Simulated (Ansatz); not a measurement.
Input for Ansatz (a program for electronic structure): R-r2SCAN/def2-TZVPP on BHI2O (SMILES OB(I)I), a point of a torsion scan. Elements past Kr take the def2 small-core potentials; no spin–orbit coupling.

Ansatz 0.2 input:
```yaml
crystal:
  periodic: [false, false, false]
  atoms:
    - {symbol: O, position_ang: [-0.73142221, -0.77851601, -0.30623382]}
    - {symbol: B, position_ang: [0.25510460, 0.05994273, -0.07803054]}
    - {symbol: I, position_ang: [1.89293443, -0.03087397, -1.41295487]}
    - {symbol: I, position_ang: [0.23317134, 1.44782660, 1.54256511]}
    - {symbol: H, position_ang: [-1.52655554, -0.83427418, 0.22642618]}
basis:
  gaussian:
    orbitals: def2-TZVPP
hamiltonian:
  xc: {name: r2SCAN}
scf: {lower_state_search: off}
```

The log:

```
WARN ansatz: RAYON_NUM_THREADS=1 ignored (pool sized by the plan → 1); use --threads N
Functional definition: r2SCAN
these checks for a lower state are left out or cut short: stability, starts, cluster_reference, orbital_swaps, neighbouring_geometries, increment
integrals: 0.10 GiB planned
1113 factors; their error is unknown
mean field: 0.65 GiB planned
mean field evaluation 1: about -18944.6753 eV, gradient 5.9e1 eV
mean field evaluation 2: about -18916.3540 eV, gradient 1.3e2 eV
mean field evaluation 4: about -18950.4077 eV, gradient 1.1e1 eV
mean field evaluation 8: about -18950.6635 eV, gradient 4.0e-2 eV
mean field evaluation 16: about -18950.6504 eV, gradient 4.6e-5 eV
mean field -18950.65038883 eV, -696.4235565772 hartree, gradient 4.3e-6 eV, S^2 0.000000; 0 other end points of the search recorded, 0 dependent functions left out
reference -18950.65039864 eV, -696.4235569379 hartree; 32, 32 occupied and 144, 144 virtual orbitals, 1113 factors
Total energy: -18950.65039864 eV, -696.4235569379 hartree
Checks for a lower state left out: stability, starts, cluster_reference, orbital_swaps, neighbouring_geometries, increment
```

Self-consistency was reached.

Cost: roughly 5 core-seconds.
